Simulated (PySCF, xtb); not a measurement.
GeHO, SMILES [OH+]=[Ge] (connectivity only; charge and spin as stated), charge +1, multiplicity 1.

GFN2-xTB (xtb) at its own geometry gives an orbital gap of 6.27 eV.

Geometry optimised at PBE0-D3(BJ)/def2-TZVP. The isomer is the one that the SMILES or the coordinates give; other isomers of the formula were not compared.

Problem. What does ωB97X/def2-TZVPD (PySCF) give? (An estimate is asked for; the answer gives what the named calculation found.)

Solution. gap 12.97 eV (levels -19.55 and -6.58 eV).
